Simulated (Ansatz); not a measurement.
Program: Ansatz. Geometries: PBE0-D4/def2-TZVP. ΔE: electronic, gas phase. CCSD(T)/CBS adds triple-zeta CCSD(T) − MP2 to the extrapolated MP2 energy (def2 sets, frozen cores). DFT in def2-TZVPP. B3LYP here is the variant with VWN-RPA as its local correlation; programs differ in this. One conformer a species, not always the lowest.

`[NH2][AlH][CH]1CC1` + `C=CC` → `C=[CH][AlH][NH2]` + `CC1CC1`  (formal exchange of groups at the Al–C bond)

`[NH2][AlH][CH]1CC1`:

```xyz
13

N    -0.085    2.150   -0.768
Al   -0.046    1.348    0.811
C     0.033   -0.581    0.846
C     0.790   -1.345   -0.227
C    -0.692   -1.402   -0.207
H    -0.069    1.691   -1.665
H    -0.128    3.148   -0.895
H    -0.080    2.277    2.097
H     0.065   -1.064    1.819
H     1.336   -2.230    0.078
H     1.276   -0.783   -1.018
H    -1.242   -0.881   -0.983
H    -1.159   -2.327    0.112
```

`C=CC`:

Z-matrix (Å, degrees):
```
C
C 1 1.490
H 1 1.095 2 111.0
H 1 1.095 2 111.0 3 118.3
H 1 1.092 2 111.5 3 -120.8
C 2 1.325 1 125.1 3 120.8
H 2 1.088 1 116.2 3 -59.2
H 6 1.084 2 121.6 1 -180.0
H 6 1.086 2 121.4 1 0.0
```

`C=[CH][AlH][NH2]`:

```xyz
10

C     1.252    1.125   -0.640
C     1.222    0.233    0.352
Al   -0.342   -0.846    0.765
N    -1.814   -0.625   -0.190
H     2.130    1.726   -0.869
H     0.393    1.304   -1.285
H     2.139    0.134    0.935
H    -0.377   -1.929    1.921
H    -2.662   -1.147   -0.040
H    -1.940    0.025   -0.949
```

`CC1CC1`:

Z-matrix (Å, degrees):
```
C
C 1 1.501
H 1 1.094 2 111.4
H 1 1.094 2 111.4 3 120.6
H 1 1.094 2 110.7 3 -119.7
C 2 1.497 1 120.0 3 155.1
C 2 1.497 1 120.1 3 84.3
H 2 1.086 1 114.8 3 -60.3
H 6 1.084 2 117.4 1 -1.8
H 6 1.083 2 118.7 1 142.6
H 7 1.083 2 118.7 1 -142.6
H 7 1.084 2 117.4 1 1.8
```

```csv
level,ΔE (kJ/mol),difference from CCSD(T)/CBS
PBE-D4,4.4,3.3
r2SCAN-D4,3.2,2.1
ωB97X-V,0.7,-0.4
ωB97M-V,1.3,0.2
PBE,3.9,2.8
r2SCAN,3.0,1.9
B3LYP,1.2,0.1
MP2/def2-TZVPP,2.0,0.9
SCS-MP2/def2-TZVPP,0.5,-0.6
CCSD/def2-TZVPP,-0.5,-1.6
CCSD(T)/def2-TZVPP,0.2,-0.9
HF/def2-QZVPP,-4.1,-5.2
MP2/def2-QZVPP,2.5,1.4
SCS-MP2/def2-QZVPP,1.0,-0.1
HF/CBS(def2),-4.0,-5.1
MP2/CBS(def2),2.9,1.8
CCSD(T)/CBS,1.1,0
```

Largest T1 diagnostic among the species: 0.012.

In def2-TZVPP, CCSD(T) changes the Hartree–Fock value by +4.4 kJ/mol (the triples alone add +0.7 kJ/mol) and MP2 by +6.2 kJ/mol.
